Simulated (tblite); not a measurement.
Species: CH₁₂BClN₂Si₂.
Numbering: `[CH3:1][SiH2:2][N:3]([SiH3:4])[B@H-:5]([NH3+:6])[Cl:7]` (hydrogens: H8, H9, H10 on C1; H11, H12 on Si2; H13, H14, H15 on Si4; H16 on B5; H17, H18, H19 on N6)

Computed with GFN2-xTB (tblite), gas phase: Langevin dynamics at 200 K from the optimised GFN2-xTB geometry, time step 0.5 fs, friction 0.01 fs⁻¹, 2000 steps. The instantaneous temperature is 2·E(kin)/(3Nk) with all 3N coordinates.

| t (fs) | T (K) | E(pot) above start (eV) | C1–Si2 (Å) | Si2–N3 (Å) | N3–Si4 (Å) | N3–B5 (Å) | B5–N6 (Å) | C1–H8 (Å) | C1–Si2–N3–Si4 (°) |
| --- | --- | --- | --- | --- | --- | --- | --- | --- | --- |
| 0 | 162 | 0.000 | 1.890 | 1.733 | 1.745 | 1.480 | 1.683 | 1.084 | -22 |
| 25 | 130 | 0.224 | 1.896 | 1.708 | 1.757 | 1.488 | 1.657 | 1.054 | -15 |
| 50 | 127 | 0.309 | 1.892 | 1.756 | 1.758 | 1.495 | 1.728 | 1.100 | -17 |
| 75 | 148 | 0.296 | 1.898 | 1.742 | 1.734 | 1.516 | 1.702 | 1.086 | -17 |
| 100 | 195 | 0.323 | 1.887 | 1.743 | 1.754 | 1.470 | 1.650 | 1.084 | -10 |
| 125 | 190 | 0.359 | 1.914 | 1.733 | 1.797 | 1.448 | 1.728 | 1.070 | -9 |
| 150 | 210 | 0.343 | 1.847 | 1.736 | 1.726 | 1.460 | 1.710 | 1.112 | -2 |
| 175 | 223 | 0.381 | 1.908 | 1.737 | 1.745 | 1.489 | 1.696 | 1.116 | -2 |
| 200 | 205 | 0.561 | 1.873 | 1.715 | 1.779 | 1.496 | 1.718 | 1.086 | -5 |
| 225 | 208 | 0.498 | 1.920 | 1.737 | 1.747 | 1.475 | 1.696 | 1.054 | 0 |
| 250 | 223 | 0.397 | 1.900 | 1.759 | 1.731 | 1.457 | 1.687 | 1.126 | 0 |
| 275 | 194 | 0.531 | 1.865 | 1.686 | 1.766 | 1.470 | 1.744 | 1.113 | 2 |
| 300 | 252 | 0.389 | 1.899 | 1.704 | 1.777 | 1.484 | 1.715 | 1.094 | 1 |
| 325 | 208 | 0.508 | 1.887 | 1.743 | 1.765 | 1.476 | 1.684 | 1.068 | -14 |
| 350 | 210 | 0.454 | 1.923 | 1.793 | 1.709 | 1.477 | 1.702 | 1.094 | -21 |
| 375 | 192 | 0.552 | 1.901 | 1.748 | 1.700 | 1.475 | 1.660 | 1.089 | -30 |
| 400 | 265 | 0.424 | 1.915 | 1.723 | 1.771 | 1.501 | 1.714 | 1.096 | -39 |
| 425 | 181 | 0.494 | 1.866 | 1.789 | 1.777 | 1.462 | 1.744 | 1.062 | -38 |
| 450 | 260 | 0.420 | 1.947 | 1.746 | 1.734 | 1.441 | 1.639 | 1.075 | -29 |
| 475 | 204 | 0.407 | 1.880 | 1.706 | 1.762 | 1.487 | 1.713 | 1.100 | -25 |
| 500 | 160 | 0.336 | 1.905 | 1.707 | 1.735 | 1.526 | 1.688 | 1.080 | -15 |
| 525 | 197 | 0.363 | 1.970 | 1.786 | 1.777 | 1.463 | 1.668 | 1.079 | -9 |
| 550 | 154 | 0.545 | 1.854 | 1.747 | 1.721 | 1.457 | 1.698 | 1.076 | -8 |
| 575 | 159 | 0.518 | 1.968 | 1.718 | 1.780 | 1.477 | 1.638 | 1.084 | 0 |
| 600 | 190 | 0.555 | 1.883 | 1.731 | 1.700 | 1.520 | 1.732 | 1.088 | 5 |
| 625 | 183 | 0.410 | 1.888 | 1.777 | 1.747 | 1.453 | 1.835 | 1.111 | 14 |
| 650 | 235 | 0.408 | 1.908 | 1.759 | 1.795 | 1.456 | 1.681 | 1.094 | 18 |
| 675 | 200 | 0.388 | 1.873 | 1.716 | 1.718 | 1.483 | 1.685 | 1.103 | 11 |
| 700 | 162 | 0.582 | 1.910 | 1.794 | 1.767 | 1.442 | 1.823 | 1.052 | 13 |
| 725 | 177 | 0.475 | 1.875 | 1.773 | 1.729 | 1.479 | 1.720 | 1.109 | 23 |
| 750 | 162 | 0.495 | 1.884 | 1.751 | 1.736 | 1.461 | 1.727 | 1.121 | 25 |
| 775 | 182 | 0.510 | 1.900 | 1.756 | 1.753 | 1.514 | 1.707 | 1.053 | 21 |
| 800 | 185 | 0.465 | 1.868 | 1.723 | 1.699 | 1.480 | 1.676 | 1.070 | 19 |
| 825 | 184 | 0.510 | 1.917 | 1.749 | 1.815 | 1.506 | 1.738 | 1.131 | 22 |
| 850 | 167 | 0.530 | 1.912 | 1.728 | 1.708 | 1.456 | 1.668 | 1.066 | 27 |
| 875 | 204 | 0.533 | 1.899 | 1.773 | 1.777 | 1.431 | 1.691 | 1.030 | 32 |
| 900 | 209 | 0.413 | 1.929 | 1.760 | 1.751 | 1.525 | 1.705 | 1.119 | 29 |
| 925 | 159 | 0.528 | 1.896 | 1.690 | 1.719 | 1.484 | 1.698 | 1.155 | 31 |
| 950 | 249 | 0.438 | 1.910 | 1.785 | 1.743 | 1.519 | 1.670 | 1.078 | 37 |
| 975 | 235 | 0.480 | 1.902 | 1.753 | 1.758 | 1.416 | 1.817 | 1.041 | 37 |
| 1000 | 191 | 0.609 | 1.909 | 1.754 | 1.763 | 1.450 | 1.779 | 1.128 | 35 |

**Question.** From 500 fs on, how do temperature and potential energy compare with equipartition?

**Answer.** The mean temperature of these 21 frames is 188 K against the target 200 K, and the mean potential energy 0.48 eV against 51 × kT/2 = 0.44 eV for 51 classical harmonic modes. For 19 atoms in a canonical ensemble the temperature itself scatters by T·√(2/(3N)) = 37 K; here its standard deviation is 26 K. The whole run lasts only 10 friction times of 100 fs, so these averages carry a wide statistical error.

**Question.** What are the kinetic and total energies of the listed frame with the highest potential energy?

**Answer.** The one at 1000 fs, 0.609 eV above the start. Its kinetic energy is 3NkT/2 = 0.468 eV at 191 K, so the sum is 1.08 eV; over the listed frames the sum runs from 0.40 to 1.08 eV, since the thermostat adds and removes energy.

**Question.** How much do the listed bonds fluctuate from 500 fs on?

**Answer.** 
```csv
bond,at the start (Å),mean (Å),standard deviation (Å)
C1–Si2,1.890,1.903,0.028
Si2–N3,1.733,1.749,0.027
N3–Si4,1.745,1.747,0.030
N3–B5,1.480,1.476,0.031
B5–N6,1.683,1.716,0.053
C1–H8,1.084,1.089,0.031
```

The motion is classical and holds no zero-point motion.

The cost below is that of the whole dynamics run. Time: 19 s; peak memory 0.18 GiB. Hardware: an Arm Neoverse V1 with one thread, on a shared host.
